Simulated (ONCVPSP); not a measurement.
**Configuration tests for silver (ONCV)**

```
Element                 : Ag (Z = 47)
Generator               : ONCVPSP 4.0.1
Type                    : optimised norm-conserving Vanderbilt (ONCV)
Functional              : BLYP
Relativity              : scalar-relativistic
Frozen core             : [Ar] 3d10
Valence charge          : 19
Reference configuration : 4s2 4p6 4d8 (charge +3)
Partial waves           : 4s: rc 1.20 bohr, ncon 3, nbas 7, qcut 9 1/bohr, 2 projectors, debl 3.5 Ha; 4p: rc 1.10 bohr, ncon 4, nbas 9, qcut 8.1 1/bohr, 2 projectors, debl 3.7 Ha; 4d: rc 1.15 bohr, ncon 4, nbas 7, qcut 7.3 1/bohr, 2 projectors, debl 0.6 Ha
Local potential         : polynomial inside 0.95 bohr (lpopt 5, dvloc0 3 Ha)
Core correction         : none
```

In the s channel the program set the typed energies aside and used -4.908, 0.250 Ha. In the d channel the program set the typed energies aside and used -1.603, 0.250 Ha.

Energies are relative to the spin-unpolarised reference configuration 4s2 4p6 4d8; without spin polarisation the order of configurations can differ from experiment.

```
valence configuration  charge  ΔE all-electron (eV)  error AE − PS (meV)
     4s2 4p6 4d10 5s1       0               -65.993                 +9.1
         4s2 4p6 4d10      +1               -58.122                 +8.2
     4s2 4p6 4d10 5p1       0               -62.090                 +8.7
```

Task: What are ΔE and the potential's error for 4s2 4p6 4d9?

Result: ΔE = -36.082 eV all-electron; the error (AE − PS) is +5.3 meV.

Levels in the configuration 4s2 4p6 4d9:

| level | all-electron (eV) | pseudo (eV) |
| --- | --- | --- |
| 4s | -117.506 | -117.508 |
| 4p | -80.860 | -80.863 |
| 4d | -28.798 | -28.800 |
